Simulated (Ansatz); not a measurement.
`[C-]#[N+]CCCCCCCCCCCC#N` with charge +1. Total charge 1; doublet. Geometry PBE-D4/def2-SVP; atoms count from 1.

```csv
atom,x (Å),y (Å),z (Å)
C1,2.100,-1.629,-7.669
N2,1.490,-1.916,-6.705
C3,0.741,-2.305,-5.556
C4,1.090,-1.440,-4.335
C5,0.264,-1.863,-3.106
C6,0.596,-1.016,-1.880
C7,-0.262,-1.386,-0.648
C8,0.089,-0.551,0.583
C9,-0.332,0.913,0.544
C10,0.024,1.757,1.768
C11,-0.832,1.388,3.006
C12,-0.468,2.239,4.216
C13,-1.295,1.815,5.475
C14,-0.924,2.602,6.636
N15,-0.616,3.246,7.574
H16,0.955,-3.378,-5.361
H17,-0.336,-2.223,-5.813
H18,0.898,-0.374,-4.577
H19,2.174,-1.533,-4.120
H20,-0.822,-1.783,-3.332
H21,0.458,-2.936,-2.889
H22,0.429,0.067,-2.094
H23,1.677,-1.112,-1.637
H24,-0.101,-2.466,-0.434
H25,-1.342,-1.274,-0.885
H26,1.172,-0.637,0.821
H27,-0.444,-1.033,1.445
H28,-1.414,1.001,0.304
H29,0.204,1.394,-0.318
H30,-0.140,2.834,1.551
H31,1.104,1.645,2.004
H32,-1.913,1.498,2.771
H33,-0.669,0.305,3.219
H34,-0.667,3.313,4.019
H35,0.614,2.148,4.445
H36,-2.380,1.948,5.279
H37,-1.123,0.742,5.702
```

Single mean-field runs in def2-TZVP are fitted with def2-universal-jkfit.

Problem. Estimate the Mulliken populations of the heavy atoms from the PBE0/def2-TZVP orbitals of Ansatz.

Solution. 
```csv
atom,charge (e),spin (α − β)
C1,-0.04,0.28
N2,0.07,-0.01
C3,-0.15,0.02
C4,-0.19,0.03
C5,-0.24,0.02
C6,-0.27,0.06
C7,-0.16,0.05
C8,-0.22,0.04
C9,-0.22,0.05
C10,-0.17,0.05
C11,-0.25,0.06
C12,-0.25,0.03
C13,-0.06,0.03
C14,-0.15,0.01
N15,0.02,0.14
```
Mulliken values depend strongly on the basis.

Problem. Where does the spin sit?

Solution. Summed by element: C 0.72, N 0.13, H 0.15, of 1 unpaired in all. Largest on single atoms: C1 0.28, N15 0.14, H29 0.06.

Problem. And the Mayer bond orders between heavy atoms (over 0.3)?

Solution. C1–N2 2.45 (1.18 Å); N2–C3 0.94 (1.43 Å); C3–C4 0.97 (1.54 Å); C4–C5 0.99 (1.54 Å); C5–C6 1.03 (1.53 Å); C6–C7 0.96 (1.55 Å); C7–C8 0.99 (1.53 Å); C8–C9 1.02 (1.52 Å); C9–C10 0.99 (1.53 Å); C10–C11 0.96 (1.55 Å); C11–C12 1.02 (1.52 Å); C12–C13 0.96 (1.56 Å); C13–C14 1.06 (1.45 Å); C14–N15 2.88 (1.18 Å).
